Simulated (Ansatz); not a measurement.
Reaction (formal exchange of groups at a C–C bond): `CC(F)S[SiH3]` + `C[SiH](Cl)Cl` → `C[Si](C)(Cl)Cl` + `FCS[SiH3]`

Computed with Ansatz on PBE0-D4/def2-TZVP structures; ΔE is electronic, products minus reactants. CCSD(T)/CBS adds triple-zeta CCSD(T) − MP2 to the extrapolated MP2 energy (def2 sets, frozen cores). DFT in def2-TZVPP. B3LYP here is the variant with VWN-RPA as its local correlation; programs differ in this. Each species was taken in one conformer, which may not be the lowest.

```tsv
level	ΔE (kcal/mol)
B3LYP-D4	-9.6
PBE	-9.6
```

Question: What does CCSD(T)/CBS give? (Best estimate.)

Answer: The calculation gave: -9.2 kcal/mol. The listed levels differ from it by -0.4, -0.4 kcal/mol.

Largest T1 diagnostic among the species: 0.012.
